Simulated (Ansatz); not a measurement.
## Ansatz (development build ahead of 0.2.0) run

```yaml
crystal:
  periodic: [false, false, false]
  atoms:
    - { symbol: Li, position_ang: [1.09368, 0.03289, 0.01491] }
    - { symbol: Li, position_ang: [-1.07127, 0.06225, -0.02529] }
    - { symbol: F, position_ang: [0.02983, 1.36136, 0.03373] }
    - { symbol: F, position_ang: [-0.03128, -1.33617, -0.03084] }
basis:
  gaussian: { orbitals: def2-SVP }
hamiltonian:
  xc: hf
correlation:
  method: mp2
  frozen_orbitals: { F: 1, Li: 0 }
```

The input is written out in the form of the current development build from the run's settings.

Output:

```json
{
  "Converged": "yes",
  "Reference energy": "-213.81017 hartree",
  "Correlation energy": "-0.40823 hartree",
  "Total energy": "-214.21840 hartree",
  "Spin squared of the determinant": "0.000"
}
```
